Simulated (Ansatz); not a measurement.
`C[Si](C)(C)[Si](C)(C)[Si](C)(C)[Si](C)(C)[Si](C)(C)C`. Total charge 0; singlet. Geometry PBE-D4/def2-SVP; atoms count from 1.

Cartesian coordinates in Å:
```
C 4.892 -1.623 0.509
Si 3.661 -0.336 -0.164
C 4.026 -0.036 -2.007
C 3.891 1.293 0.791
Si 1.458 -1.128 0.137
C 1.072 -1.125 2.007
C 1.338 -2.919 -0.517
Si -0.043 0.208 -1.100
C 0.174 -0.244 -2.946
C 0.355 2.064 -0.882
Si -2.285 -0.230 -0.498
C -3.402 0.117 -2.013
C -2.489 -2.068 -0.013
Si -3.031 1.156 1.259
C -3.163 2.947 0.632
C -4.758 0.568 1.803
C -1.865 1.115 2.760
H 5.939 -1.270 0.398
H 4.798 -2.587 -0.033
H 4.713 -1.822 1.586
H 3.855 -0.953 -2.607
H 5.081 0.276 -2.156
H 3.375 0.763 -2.418
H 3.194 2.076 0.428
H 4.927 1.677 0.675
H 3.703 1.149 1.875
H 1.144 -0.104 2.432
H 0.050 -1.505 2.210
H 1.792 -1.772 2.552
H 2.049 -3.582 0.019
H 0.316 -3.330 -0.377
H 1.579 -2.965 -1.599
H -0.070 -1.311 -3.123
H -0.500 0.368 -3.582
H 1.216 -0.072 -3.284
H 1.369 2.296 -1.268
H 0.320 2.362 0.186
H -0.372 2.694 -1.436
H -3.120 -0.528 -2.870
H -4.469 -0.077 -1.774
H -3.313 1.174 -2.339
H -3.548 -2.294 0.232
H -2.182 -2.736 -0.844
H -1.872 -2.322 0.873
H -3.565 3.612 1.425
H -3.842 3.016 -0.244
H -2.173 3.342 0.326
H -5.474 0.596 0.956
H -4.725 -0.474 2.184
H -5.163 1.213 2.611
H -0.850 1.471 2.489
H -1.763 0.090 3.169
H -2.251 1.769 3.570
```

Single mean-field runs in def2-TZVP are fitted with def2-universal-jkfit.

(1) Estimate the Mulliken populations of the heavy atoms from the PBE0/def2-TZVP orbitals of Ansatz.

(2) And the Mayer bond orders between heavy atoms (over 0.3)?

## Answers

(1) 
| atom | charge (e) |
| --- | --- |
| C1 | -0.49 |
| Si2 | 0.22 |
| C3 | -0.49 |
| C4 | -0.48 |
| Si5 | 0.16 |
| C6 | -0.46 |
| C7 | -0.49 |
| Si8 | 0.15 |
| C9 | -0.49 |
| C10 | -0.49 |
| Si11 | 0.14 |
| C12 | -0.50 |
| C13 | -0.49 |
| Si14 | 0.24 |
| C15 | -0.49 |
| C16 | -0.49 |
| C17 | -0.46 |
Mulliken values depend strongly on the basis.

(2) C1–Si2 1.00 (1.90 Å); Si2–C3 0.98 (1.90 Å); Si2–C4 0.98 (1.90 Å); Si2–Si5 0.96 (2.36 Å); Si5–C6 0.97 (1.91 Å); Si5–C7 0.95 (1.91 Å); Si5–Si8 0.94 (2.36 Å); Si8–C9 0.97 (1.91 Å); Si8–C10 0.95 (1.91 Å); Si8–Si11 0.95 (2.36 Å); Si11–C12 0.97 (1.91 Å); Si11–C13 0.96 (1.91 Å); Si11–Si14 0.96 (2.36 Å); Si14–C15 0.97 (1.90 Å); Si14–C16 0.99 (1.90 Å); Si14–C17 0.99 (1.90 Å).
